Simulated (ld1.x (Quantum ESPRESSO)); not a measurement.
## u(r) = r·R(r): atom against pseudo-atom (P)

Columns: radius, all-electron u(r) and pseudo u(r) of the 3p shell (level -7.38 eV) of phosphorus in the configuration [Ne] 3s2 3p2.75; BLYP, scalar-relativistic, ultrasoft scheme, ld1.x (Quantum ESPRESSO) 7.5.

```json
{"r (bohr)": "0.098", "all-electron": "0.1322", "pseudo": "-0.0075"}
{"r (bohr)": "0.195", "all-electron": "0.2674", "pseudo": "-0.0293"}
{"r (bohr)": "0.292", "all-electron": "0.3073", "pseudo": "-0.0642"}
{"r (bohr)": "0.390", "all-electron": "0.2670", "pseudo": "-0.1110"}
{"r (bohr)": "0.488", "all-electron": "0.1778", "pseudo": "-0.1668"}
{"r (bohr)": "0.585", "all-electron": "0.0662", "pseudo": "-0.2281"}
{"r (bohr)": "0.682", "all-electron": "-0.0521", "pseudo": "-0.2927"}
{"r (bohr)": "0.780", "all-electron": "-0.1682", "pseudo": "-0.3583"}
{"r (bohr)": "0.878", "all-electron": "-0.2749", "pseudo": "-0.4215"}
{"r (bohr)": "0.975", "all-electron": "-0.3683", "pseudo": "-0.4796"}
{"r (bohr)": "1.072", "all-electron": "-0.4486", "pseudo": "-0.5315"}
{"r (bohr)": "1.170", "all-electron": "-0.5164", "pseudo": "-0.5765"}
{"r (bohr)": "1.268", "all-electron": "-0.5714", "pseudo": "-0.6134"}
{"r (bohr)": "1.365", "all-electron": "-0.6142", "pseudo": "-0.6421"}
{"r (bohr)": "1.463", "all-electron": "-0.6465", "pseudo": "-0.6636"}
{"r (bohr)": "1.560", "all-electron": "-0.6686", "pseudo": "-0.6780"}
{"r (bohr)": "1.658", "all-electron": "-0.6824", "pseudo": "-0.6866"}
{"r (bohr)": "1.755", "all-electron": "-0.6886", "pseudo": "-0.6900"}
{"r (bohr)": "1.852", "all-electron": "-0.6887", "pseudo": "-0.6889"}
{"r (bohr)": "1.950", "all-electron": "-0.6835", "pseudo": "-0.6835"}
{"r (bohr)": "2.047", "all-electron": "-0.6740", "pseudo": "-0.6740"}
{"r (bohr)": "2.145", "all-electron": "-0.6610", "pseudo": "-0.6610"}
{"r (bohr)": "2.242", "all-electron": "-0.6454", "pseudo": "-0.6454"}
{"r (bohr)": "2.340", "all-electron": "-0.6274", "pseudo": "-0.6274"}
{"r (bohr)": "2.438", "all-electron": "-0.6078", "pseudo": "-0.6078"}
{"r (bohr)": "2.535", "all-electron": "-0.5873", "pseudo": "-0.5873"}
```

Question: How many radial nodes do the two functions have?

Answer: The all-electron 3p function has n − l − 1 = 1; the pseudo-wave has 0, since the states of the same l below it are removed with the core.

Question: At about which radius was the pseudo-wave matched?

Answer: 1.95 bohr. The columns agree to 0.0005 from 1.85 bohr on; several derivatives are matched, so the curves merge somewhat inside the radius.

Question: Where does each function peak?

Answer: Outermost all-electron maximum near 1.85 bohr, pseudo maximum near 1.75 bohr (to the table’s step).

Question: Is the pseudo-wave norm-conserving?

Answer: No, it belongs to an ultrasoft set: the norm inside the radius is not constrained, and the difference is carried by the augmentation charge.
